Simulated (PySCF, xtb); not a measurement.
C2H6ClFOSi, SMILES C[C@H](O)[Si@H](F)Cl. One conformer was computed; it need not be the lowest.

Harmonic wavenumbers (cm⁻¹) from GFN2-xTB run with xtb at its own minimum, in rising order: 37, 102, 132, 181, 222, 287, 299, 345, 447, 522, 619, 665, 707, 822, 938, 1014, 1079, 1111, 1179, 1304, 1330, 1407, 1490, 1501, 2346, 2842, 3001, 3039, 3045, 3530.

**Question.** What does PBE0-D3(BJ)/def2-SVP in PySCF 2.14.0 give at its own minimum? (An estimate is asked for; the answer gives what the named calculation found.)

**Answer.** 51, 118, 141, 233, 259, 269, 300, 394, 469, 543, 646, 825, 831, 914, 933, 994, 1105, 1154, 1195, 1322, 1382, 1392, 1460, 1475, 2281, 2965, 3043, 3132, 3158, 3858. Paired by order, the mean absolute difference is 55 cm⁻¹ and the zero-point energies are 50.8 and 52.7 kcal/mol.
